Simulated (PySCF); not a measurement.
C₄H₅FSi, SMILES C#C/C=C\[SiH2]F.

Geometry optimised at ωB97X-D3(BJ)/def2-SVP. The structure was generated by enumeration; whether it is a known compound was not checked. The values are those of a single conformer.

Two levels are set side by side: PBE/def2-TZVP (PySCF) and B3LYP/def2-TZVP (PySCF). Same geometry, gas phase. Differences are taken from unrounded values.

```
quantity                     B3LYP    PBE  PBE minus B3LYP
---------------------------  -----  -----  ---------------
orbital gap (eV)              5.50   3.97            -1.53
highest occupied level (eV)  -7.32  -6.50             0.82
lowest empty level (eV)      -1.82  -2.54            -0.71
dipole moment (D)             1.83   1.78            -0.05
mean polarisability (bohr³)   70.5   72.3              1.8
```

PBE's occupied levels lie high since its potential decays too fast outside the molecule; exact exchange lowers them and widens the gap. Differences between two approximate levels are no errors against the true value.

Rough cost on one machine, each run with all the roots and properties that it gave: B3LYP against PBE within a factor of 2.
